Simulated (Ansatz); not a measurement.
The same ligand exchange along the group F, Cl, Br.

Isolated molecules relaxed with PBE0-D4/def2-TZVP in Ansatz; ΔE leaves out vibrations. CCSD(T)/CBS adds triple-zeta CCSD(T) − MP2 to the extrapolated MP2 energy (def2 sets, frozen cores). This one scheme is used for every species. DFT in def2-TZVPP. B3LYP here is the variant with VWN-RPA as its local correlation; programs differ in this. For Br, Mg outer-core shells are correlated without core-valence functions, which leaves a few kJ/mol of doubt a bond. Scalar relativity is left out up to krypton. One conformer a species, not always the lowest.

```json
{"reaction": "`[NH2][Mg][F]` + NH₃ → `[NH2][Mg][NH2]` + H–F", "ωB97M-V (kcal/mol)": "30.0", "HF/CBS(def2) (kcal/mol)": "32.6", "B3LYP-D4 (kcal/mol)": "30.6", "CCSD(T)/CBS(def2) (kcal/mol)": "29.0"}
{"reaction": "`[NH2][Mg][Cl]` + NH₃ → `[NH2][Mg][NH2]` + HCl", "ωB97M-V (kcal/mol)": "35.3", "HF/CBS(def2) (kcal/mol)": "40.2", "B3LYP-D4 (kcal/mol)": "35.1", "CCSD(T)/CBS(def2) (kcal/mol)": "35.0"}
{"reaction": "`[NH2][Mg][Br]` + NH₃ → `[NH2][Mg][NH2]` + HBr", "ωB97M-V (kcal/mol)": "37.4", "HF/CBS(def2) (kcal/mol)": "43.1", "B3LYP-D4 (kcal/mol)": "36.8", "CCSD(T)/CBS(def2) (kcal/mol)": "37.2"}
```

Largest T1 diagnostic: 0.011, for `[NH2][Mg][F]`.
